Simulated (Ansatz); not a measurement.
Reaction (hydrogenolysis of a C–C bond): `FCC(F)C(F)F` + H₂ → `FCCF` + `FCF`

Gas-phase electronic energies from Ansatz, PBE0-D4/def2-TZVP geometries. CBS: MP2 limit from def2 TZ/QZ plus the TZ coupled-cluster correction, frozen cores. This one scheme is used for every species. Functionals use def2-TZVPP. One conformer a species, not always the lowest.

`FCC(F)C(F)F`:

```xyz
11

F     1.619   -1.772   -0.240
C     0.795   -0.887    0.418
C    -0.063   -0.159   -0.582
F    -1.040   -0.995   -1.075
C    -0.754    1.053    0.016
F    -1.357    0.733    1.185
F     0.172    2.007    0.276
H     0.170   -1.446    1.117
H     1.415   -0.172    0.966
H     0.552    0.177   -1.423
H    -1.510    1.463   -0.660
```

H₂:

```xyz
2

H    -0.040    0.040   -0.369
H     0.040   -0.040    0.369
```

`FCCF`:

Cartesian coordinates in Å:
```
F 0.772 -0.306 1.549
C 0.358 0.455 0.478
C -0.317 -0.396 -0.554
F -1.548 -0.825 -0.108
H -0.327 1.223 0.849
H 1.237 0.935 0.035
H -0.466 0.190 -1.468
H 0.291 -1.277 -0.781
```

`FCF`:

Z-matrix (Å, degrees):
```
C
F 1 1.351
F 1 1.351 2 108.6
H 1 1.093 2 108.8 3 118.2
H 1 1.094 2 108.8 3 -118.2
```

Is it downhill or uphill in electronic energy at CCSD(T)/CBS, and by how much? (Best estimate.)

The calculation gave: Downhill: ΔE = -9.5 kcal/mol.

What do these levels give: B97M-V, BHLYP-D4, ωB97M-V, PBE-QIDH, r2SCANh, CAM-B3LYP, RPA@PBE/def2-TZVPP, MP2/def2-SVP, MP2/def2-TZVPP, SCS-MP2/def2-TZVPP, CCSD/def2-TZVPP, HF/CBS(def2)? (Best estimate.)

Computed: B97M-V -9.5, BHLYP-D4 -11.3, ωB97M-V -8.7, PBE-QIDH -10.4, r2SCANh -9.1, CAM-B3LYP -11.4, RPA@PBE/def2-TZVPP -9.2, MP2/def2-SVP -6.9, MP2/def2-TZVPP -9.3, SCS-MP2/def2-TZVPP -10.5, CCSD/def2-TZVPP -10.6, HF/CBS(def2) -15.3 kcal/mol.

Largest T1 diagnostic among the species: 0.011.

In def2-TZVPP, CCSD(T) changes the Hartree–Fock value by +5.6 kcal/mol (the triples alone add +1.2 kcal/mol) and MP2 by +5.7 kcal/mol. Leaving LDA and LC-ωPBE aside and taking each functional with its dispersion term where it has one, the values, not all of them listed here, spread over 3.2 kcal/mol, from B2PLYP to r2SCAN-D4. LDA lies +4.5 kcal/mol from PBE without D4. The D4 term adds +2.3 kcal/mol with B3LYP and +1.3 kcal/mol with PBE0; it sums over pairs of atoms, weighted by their polarisabilities, and B3LYP, whose exchange is more repulsive, gets the larger term.

B3LYP here is the variant with VWN-RPA as its local correlation; programs differ in this.
